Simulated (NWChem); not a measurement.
System: C$_{2}$H$_{5}$ClOSi; SMILES O[SiH](C=C)Cl

NWChem printed, in part:

```
             Northwest Computational Chemistry Package (NWChem) 7.3.0
             --------------------------------------------------------

                             Geometry "geometry" -> ""
                             -------------------------

 Output coordinates in angstroms (scale by  1.889725989 to convert to a.u.)

  No.       Tag          Charge          X              Y              Z
 ---- ---------------- ---------- -------------- -------------- --------------
    1 Si                  14.0000     0.32462900    -0.05904200     0.49057100
    2 O                    8.0000     1.75564700     0.25984600    -0.27966500
    3 Cl                  17.0000    -0.51431300    -1.82332700    -0.21684800
    4 C                    6.0000    -0.91119100     1.29684800     0.19424000
    5 C                    6.0000    -0.55549700     2.46312900    -0.35768000
    6 H                    1.0000     0.66765700    -0.26694900     1.91680800
    7 H                    1.0000     1.73434500     0.30764600    -1.24056900
    8 H                    1.0000    -1.96019200     1.14161700     0.47762000
    9 H                    1.0000    -1.27515400     3.26992200    -0.53637800
   10 H                    1.0000     0.48100800     2.66262900    -0.65320600

 Effective nuclear repulsion energy (a.u.)     276.4041421605

                                 NWChem DFT Module
                                 -----------------

 Summary of "ao basis" -> "ao basis" (spherical)
 ------------------------------------------------------------------------------
       Tag                 Description            Shells   Functions and Types
 ---------------- ------------------------------  ------  ---------------------
 Si                         def2-svp                 8       18   4s3p1d
 O                          def2-svp                 6       14   3s2p1d
 Cl                         def2-svp                 8       18   4s3p1d
 C                          def2-svp                 6       14   3s2p1d
 H                          def2-svp                 3        5   2s1p

 in cosmo_initialize ...
 calling solv_data for solv:toluene

 solvent parameters
 solvname_short: toluene
 solvname_long:  toluene
 dielec:        2.3741
 dielecinf:     2.2383
 nonaqueous SMD model solvent descriptors
 dielec:        2.3741
 sola:          0.0000
 solb:          0.1400
 solc:          0.8570
 solg:         40.2000
 solh:          0.0000
 soln:          1.4961

          ---------------
          -cosmo- solvent
          ---------------
 Cosmo: York-Karplus, doi: 10.1021/jp992097l
 dielectric constant -eps-     =   2.37
 screen = (eps-1)/(eps    )    =   0.57879
 surface charge correction     = lagrangian

   van der Waals surface
 --------------------------

 ---------- ATOMIC COORDINATES (A.U.) ------------ VDWR(ANG.) --
     1    0.61345986   -0.11157320    0.92704477     2.470
     2    3.31769176    0.49103774   -0.52849022     2.294
     3   -0.97191064   -3.44558842   -0.40978330     2.380
     4   -1.72190131    2.45068737    0.36706038     1.850
     5   -1.04973712    4.65463888   -0.67591719     1.850
     6    1.26168878   -0.50446046    3.62224189     1.200
     7    3.27743682    0.58136664   -2.34433548     1.200
     8   -3.70422577    2.15734331    0.90257093     1.200
     9   -2.40969165    6.17925658   -1.01360745     1.200
    10    0.90897332    5.03163922   -1.23438035     1.200
 number of segments per atom =        128
 number of   points per atom =        128
 atom (   nspa,  nppa )
 ----------------------
    1 (     41,     0 )       0
    2 (     80,     0 )       0
    3 (     92,     0 )       0
    4 (     33,     0 )       0
    5 (     64,     0 )       0
    6 (     31,     0 )       0
    7 (      1,     0 )       0
    8 (     54,     0 )       0
    9 (     56,     0 )       0
   10 (     44,     0 )       0
 number of -cosmo- surface points =      496
 molecular surface =    150.439 angstrom**2
 molecular volume  =    144.529 angstrom**3
 -lineq- algorithm             =   0
 -bem- low  level              =   3
 -bem- from -octahedral-
 gaussian surface charge width =   4.50000
 degree of switching           =   1.00000
 switching function tolerance  =   0.00010
 atomic radii =
 --------------
    1 14.000  2.470
    2  8.000  2.294
    3 17.000  2.380
    4  6.000  1.850
    5  6.000  1.850
    6  1.000  1.200
    7  1.000  1.200
    8  1.000  1.200
    9  1.000  1.200
   10  1.000  1.200
 ...... end of -cosmo- initialization ......

 nat:                    10
 ixmem:                  5529
 calling mnsol_interface()
 G(SMD-CDS) energy (kcal/mol)  =    -1.556
 SMD-CDS SASA (angstrom**2)    =   157.472

            General Information
            -------------------
          SCF calculation type: DFT
          Wavefunction type:  closed shell.
          No. of atoms     :    10
          No. of electrons :    56
           Alpha electrons :    28
            Beta electrons :    28
          Charge           :     0
          Spin multiplicity:     1
          Use of symmetry is: off; symmetry adaption is: off
          Maximum number of iterations: 150
          AO basis - number of functions:   103
                     number of shells:    49
          Convergence on energy requested:  1.00D-06
          Convergence on density requested:  1.00D-05
          Convergence on gradient requested:  5.00D-04

              XC Information
              --------------
                       M06-2X Method XC Functional
                     Hartree-Fock (Exact) Exchange  0.540
                        M06-2X Exchange Functional  1.000
                      M06-2X Correlation Potential  1.000

             Grid Information
             ----------------
          Grid used for XC integration:  medium
          Radial quadrature: Mura-Knowles
          Angular quadrature: Lebedev.
          Tag              B.-S. Rad. Rad. Pts. Rad. Cut. Ang. Pts.
          ---              ---------- --------- --------- ---------
          Si                  1.10       88          10.0       590
          O                   0.60       49          11.0       434
          Cl                  1.00       88          12.0       590
          C                   0.70       49          10.0       434
          H                   0.35       45          12.0       434
          Grid pruning is: on
          Number of quadrature shells:   548
          Spatial weights used:  Erf1

      Superposition of Atomic Density Guess
      -------------------------------------

 Sum of atomic energies:        -900.49923350

      Non-variational initial energy
      ------------------------------

 Total energy =    -902.573186
 1-e energy   =   -1791.709436
 2-e energy   =     612.732108
 HOMO         =      -0.342945
 LUMO         =      -0.021184

   convergence    iter        energy       DeltaE   RMS-Dens  Diis-err
 ---------------- ----- ----------------- --------- --------- ---------
     COSMO gas phase
 d= 0,ls=0.0,diis     1   -903.6927971213 -1.18D+03  9.42D-03  5.65D-01
 d= 0,ls=0.0,diis     2   -903.7133698511 -2.06D-02  4.44D-03  5.02D-01
 d= 0,ls=0.0,diis     3   -903.7611411488 -4.78D-02  8.83D-04  1.60D-02
 d= 0,ls=0.0,diis     4   -903.7625089948 -1.37D-03  3.26D-04  1.63D-03
 d= 0,ls=0.0,diis     5   -903.7627108795 -2.02D-04  8.52D-05  9.15D-05
  Resetting Diis
 d= 0,ls=0.0,diis     6   -903.7627206724 -9.79D-06  3.27D-05  1.93D-05
 d= 0,ls=0.0,diis     7   -903.7627232563 -2.58D-06  1.17D-05  6.45D-07
 d= 0,ls=0.0,diis     8   -903.7627232525  3.75D-09  5.88D-06  7.02D-07

   convergence    iter        energy       DeltaE   RMS-Dens  Diis-err
 ---------------- ----- ----------------- --------- --------- ---------
     COSMO solvation phase
 d= 0,ls=0.0,diis     1   -903.7688624623 -6.14D-03  5.25D-04  6.13D-04
 d= 0,ls=0.0,diis     2   -903.7690331092 -1.71D-04  1.10D-04  1.03D-04
 d= 0,ls=0.0,diis     3   -903.7690442358 -1.11D-05  4.27D-05  2.50D-05
 d= 0,ls=0.0,diis     4   -903.7690471745 -2.94D-06  1.41D-05  3.42D-06
 d= 0,ls=0.0,diis     5   -903.7690475543 -3.80D-07  4.84D-06  1.36D-07

         Total DFT energy =     -903.769047554304
      One electron energy =    -1795.629508965195
           Coulomb energy =      685.908662207405
    Exchange-Corr. energy =      -70.432450807999
 Nuclear repulsion energy =      276.404142160477

             COSMO energy =       -0.019892148992

 Numeric. integr. density =       56.000017609000

                                COSMO-SMD solvation results
                                ---------------------------

             internal energy in gas <Psi(g)|H|Psi(g)> =      -903.762723252524
         internal energy in solvent <Psi(s)|H|Psi(s)> =      -903.762525702921
                               delta internal energy  =         0.000197549603 (    0.12 kcal/mol)
   total free energy in solvent <Psi(s)|H+V/2|Psi(s)> =      -903.766567320875
 polarization energy contribution <Psi(s)|V/2|Psi(s)> =        -0.004041617954 (   -2.54 kcal/mol)
    total free energy in solvent including G(SMD-CDS) =      -903.769047554304
                       G(SMD-CDS) energy contribution =        -0.002480233428 (   -1.56 kcal/mol)
     1 M fixed-concentration free energy of solvation =        -0.006324301779 (   -3.97 kcal/mol)

                       DFT Final Molecular Orbital Analysis
                       ------------------------------------

 Vector   26  Occ=2.000000D+00  E=-3.828746D-01
              MO Center= -2.0D-01, -1.4D+00, -1.8D-01, r^2= 2.5D+00
   Bfn.  Coefficient  Atom+Function         Bfn.  Coefficient  Atom+Function
  ----- ------------  ---------------      ----- ------------  ---------------
    43      0.461729   3 Cl px               45     -0.379811   3 Cl pz
    40      0.334212   3 Cl px               42     -0.277121   3 Cl pz
    23      0.209647   2 O  py               37      0.193183   3 Cl px
    39     -0.160036   3 Cl pz               26      0.159121   2 O  py
    22      0.111946   2 O  px               25      0.080692   2 O  px

 Vector   27  Occ=2.000000D+00  E=-3.588012D-01
              MO Center= -2.8D-01, -1.4D-02,  2.3D-01, r^2= 4.5D+00
   Bfn.  Coefficient  Atom+Function         Bfn.  Coefficient  Atom+Function
  ----- ------------  ---------------      ----- ------------  ---------------
    45     -0.247773   3 Cl pz               44      0.245393   3 Cl py
    54     -0.226983   4 C  px               79      0.208351   6 H  s
    43     -0.195880   3 Cl px               55      0.196556   4 C  py
    53     -0.187288   4 C  s                42     -0.177492   3 Cl pz
    41      0.175943   3 Cl py               80      0.172514   6 H  s

 Vector   28  Occ=2.000000D+00  E=-3.462594D-01
              MO Center= -6.6D-01,  1.6D+00, -3.5D-02, r^2= 2.4D+00
   Bfn.  Coefficient  Atom+Function         Bfn.  Coefficient  Atom+Function
  ----- ------------  ---------------      ----- ------------  ---------------
    70      0.352861   5 C  pz               56      0.347567   4 C  pz
    59      0.246838   4 C  pz               73      0.243244   5 C  pz
    55      0.158369   4 C  py               44      0.150284   3 Cl py
    69      0.134576   5 C  py               41      0.105337   3 Cl py
    58      0.104780   4 C  py               72      0.093792   5 C  py

 Vector   29  Occ=0.000000D+00  E= 1.261242D-02
              MO Center= -5.4D-01,  1.6D+00, -3.0D-02, r^2= 3.1D+00
   Bfn.  Coefficient  Atom+Function         Bfn.  Coefficient  Atom+Function
  ----- ------------  ---------------      ----- ------------  ---------------
    73      0.555537   5 C  pz               59     -0.455550   4 C  pz
    70      0.368080   5 C  pz               13     -0.318171   1 Si pz
    56     -0.288972   4 C  pz               80      0.249683   6 H  s
    72      0.225807   5 C  py               58     -0.216205   4 C  py
    12     -0.177418   1 Si py               44     -0.166054   3 Cl py

 Vector   30  Occ=0.000000D+00  E= 7.188690D-02
              MO Center=  7.1D-01,  4.5D-01, -2.3D-01, r^2= 5.1D+00
   Bfn.  Coefficient  Atom+Function         Bfn.  Coefficient  Atom+Function
  ----- ------------  ---------------      ----- ------------  ---------------
    21      0.854692   2 O  s                11     -0.696890   1 Si px
    67      0.653016   5 C  s                85     -0.639286   7 H  s
    12     -0.345558   1 Si py               95     -0.344302   9 H  s
   100     -0.335505  10 H  s                13      0.245771   1 Si pz
    36     -0.214373   3 Cl s                90     -0.213352   8 H  s

 Vector   31  Occ=0.000000D+00  E= 1.021750D-01
              MO Center=  4.4D-01, -1.3D-01,  1.6D-01, r^2= 5.2D+00
   Bfn.  Coefficient  Atom+Function         Bfn.  Coefficient  Atom+Function
  ----- ------------  ---------------      ----- ------------  ---------------
    12      0.819620   1 Si py               80      0.674327   6 H  s
    85     -0.665230   7 H  s                 4     -0.635536   1 Si s
    36      0.526925   3 Cl s                 3     -0.436731   1 Si s
    44      0.433935   3 Cl py              100     -0.417408  10 H  s
    11      0.362972   1 Si px               71      0.283748   5 C  px

     Multipole analysis of the density
     ---------------------------------

     L   x y z        total         alpha         beta         nuclear
     -   - - -        -----         -----         ----         -------
     0   0 0 0     -0.000000    -28.000000    -28.000000     56.000000

     1   1 0 0     -0.163849     -0.737845     -0.737845      1.311842
     1   0 1 0      0.862979      0.497301      0.497301     -0.131623
     1   0 0 1     -0.405271     -0.134504     -0.134504     -0.136262

     2   2 0 0    -33.499110    -99.985857    -99.985857    166.472605
     2   1 1 0     -1.195224      0.737615      0.737615     -2.670453
     2   1 0 1     -2.397512      0.784049      0.784049     -3.965609
     2   0 2 0    -32.720553   -235.712762   -235.712762    438.704970
     2   0 1 1     -1.444497      2.636760      2.636760     -6.718017
     2   0 0 2    -31.119122    -36.885922    -36.885922     42.652722
```

Level: M06-2X/def2-SVP, SMD on the gas-phase geometry. Structure relaxed at the PBE0/def2-SVP level. Solvent: toluene.

Q: Which NWChem input produces such a log?

A: This is not unique; one that fits is the input that was run:
```
start job
memory heap 200 mb stack 900 mb global 1100 mb
geometry units angstroms noautosym nocenter noautoz
  Si     0.324629    -0.059042     0.490571
  O      1.755647     0.259846    -0.279665
  Cl    -0.514313    -1.823327    -0.216848
  C     -0.911191     1.296848     0.194240
  C     -0.555497     2.463129    -0.357680
  H      0.667657    -0.266949     1.916808
  H      1.734345     0.307646    -1.240569
  H     -1.960192     1.141617     0.477620
  H     -1.275154     3.269922    -0.536378
  H      0.481008     2.662629    -0.653206
end
basis spherical
  Si library def2-svp
  O library def2-svp
  Cl library def2-svp
  C library def2-svp
  H library def2-svp
end
dft
  xc m06-2x
  iterations 150
end
cosmo
  do_cosmo_smd true
  solvent toluene
end
task dft energy
```
